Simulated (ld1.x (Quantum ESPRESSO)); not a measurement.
# u(r) = r·R(r): atom against pseudo-atom (Ni (Z = 28))

Columns: radius, all-electron u(r) and pseudo u(r) of the 3d shell (level -8.81 eV) of nickel in the configuration [Ar] 3d8 4s2 4p0; revPBE, scalar-relativistic, TM semilocal scheme, ld1.x (Quantum ESPRESSO) 7.5.

```json
{"r (bohr)": "0.135", "all-electron": "0.1768", "pseudo": "0.0317"}
{"r (bohr)": "0.270", "all-electron": "0.5568", "pseudo": "0.2167"}
{"r (bohr)": "0.405", "all-electron": "0.8353", "pseudo": "0.5578"}
{"r (bohr)": "0.540", "all-electron": "0.9627", "pseudo": "0.9006"}
{"r (bohr)": "0.675", "all-electron": "0.9786", "pseudo": "1.0844"}
{"r (bohr)": "0.810", "all-electron": "0.9325", "pseudo": "1.0784"}
{"r (bohr)": "0.945", "all-electron": "0.8586", "pseudo": "0.9618"}
{"r (bohr)": "1.080", "all-electron": "0.7758", "pseudo": "0.8232"}
{"r (bohr)": "1.215", "all-electron": "0.6939", "pseudo": "0.7070"}
{"r (bohr)": "1.350", "all-electron": "0.6172", "pseudo": "0.6187"}
{"r (bohr)": "1.485", "all-electron": "0.5474", "pseudo": "0.5475"}
{"r (bohr)": "1.620", "all-electron": "0.4851", "pseudo": "0.4851"}
{"r (bohr)": "1.755", "all-electron": "0.4299", "pseudo": "0.4299"}
{"r (bohr)": "1.890", "all-electron": "0.3811", "pseudo": "0.3811"}
{"r (bohr)": "2.025", "all-electron": "0.3381", "pseudo": "0.3381"}
{"r (bohr)": "2.160", "all-electron": "0.3002", "pseudo": "0.3002"}
{"r (bohr)": "2.295", "all-electron": "0.2668", "pseudo": "0.2668"}
{"r (bohr)": "2.430", "all-electron": "0.2373", "pseudo": "0.2373"}
{"r (bohr)": "2.565", "all-electron": "0.2111", "pseudo": "0.2111"}
{"r (bohr)": "2.700", "all-electron": "0.1879", "pseudo": "0.1879"}
{"r (bohr)": "2.835", "all-electron": "0.1673", "pseudo": "0.1673"}
{"r (bohr)": "2.970", "all-electron": "0.1490", "pseudo": "0.1490"}
{"r (bohr)": "3.105", "all-electron": "0.1327", "pseudo": "0.1327"}
{"r (bohr)": "3.240", "all-electron": "0.1182", "pseudo": "0.1182"}
{"r (bohr)": "3.375", "all-electron": "0.1053", "pseudo": "0.1053"}
{"r (bohr)": "3.510", "all-electron": "0.0938", "pseudo": "0.0938"}
```

(1) How many radial nodes do the two functions have?

(2) At about which radius was the pseudo-wave matched?

(3) Where does each function peak?

(4) Is the pseudo-wave norm-conserving?

## Answers

(1) The all-electron 3d function has n − l − 1 = 0; the pseudo-wave has 0.

(2) 1.55 bohr, where the columns begin to agree (steps of 0.14 bohr).

(3) Outermost all-electron maximum near 0.68 bohr, pseudo maximum near 0.68 bohr (to the table’s step).

(4) Yes: the TM semilocal scheme keeps the norm inside the radius equal to the all-electron one, which fixes the energy derivative of the logarithmic derivative at the level.
